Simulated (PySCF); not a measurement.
AlF3, SMILES [Al-]([F])([F])[F], charge -1, multiplicity 2. Atoms are numbered in the order given.

```xyz
4

Al     0.0000     0.0000     0.4077
F     -1.4216    -0.8207    -0.1963
F      0.0000     1.6415    -0.1963
F      1.4216    -0.8207    -0.1963
```
Charge -1, spin multiplicity 2.

Geometry optimised at PBE-D3(BJ)/def2-SVPD.

Method: B3LYP/pcH-1 (PySCF).

Unrestricted Kohn–Sham, ⟨S²⟩ = 0.751. Hyperfine tensors hold the contact and dipolar terms, without spin-orbit corrections.

Computed hyperfine couplings:
| nucleus | A(iso) (MHz) | A(iso) (G) | dipolar principal values (MHz) |
|---|---|---|---|
| 27Al no. 1 | 1089.5 | 388.8 | -37.0, -37.0, 74.0 |
| 19F no. 2 | 400.3 | 142.8 | -101.4, -94.9, 196.3 |
| 19F no. 3 | 400.3 | 142.8 | -101.4, -94.9, 196.3 |
| 19F no. 4 | 400.3 | 142.8 | -101.4, -94.9, 196.3 |

Task: And the g tensor (effective nuclear charges for spin-orbit coupling, GIAO)? (An estimate is asked for; the answer gives what the named calculation found.)

Result: principal values 2.0000, 2.0000, 2.0015; isotropic 2.0005.
